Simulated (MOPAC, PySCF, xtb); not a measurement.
Ligand exchange on a metal centre used in film growth or etching (W OH-NH2). All species are isolated molecules in the gas phase. One relaxed conformer stands for each flexible species; it need not be the lowest.

Quantity: redistribution energy (mixed species minus the weighted end members), in kcal/mol. Semi-empirical values (MOPAC) are differences of heats of formation.

Level 1: PBE-D3(BJ)/def2-TZVP // PBE-D3(BJ)/def2-SVP (PySCF)
Level 2: PBE/6-31G* (LANL2DZ on W) // PBE-D3(BJ)/def2-SVP (PySCF)
Level 3: GFN2-xTB (xtb)
Level 4: PM6 // PBE-D3(BJ)/def2-SVP (MOPAC)

```csv
species,level 1,level 2,level 3,level 4
2 of 6 OH replaced by NH2: [W(OH)4(NH2)2],1.12,-0.20,1.95,-7.17
3 of 6 OH replaced by NH2: [W(OH)3(NH2)3],2.71,1.00,1.04,-4.98
5 of 6 OH replaced by NH2: [W(OH)(NH2)5],2.76,1.07,-0.12,-9.79
4 of 6 OH replaced by NH2: [W(OH)2(NH2)4],6.75,4.89,2.11,-8.36
1 of 6 OH replaced by NH2: [W(OH)5(NH2)],-0.44,-1.10,-0.45,-1.73
```
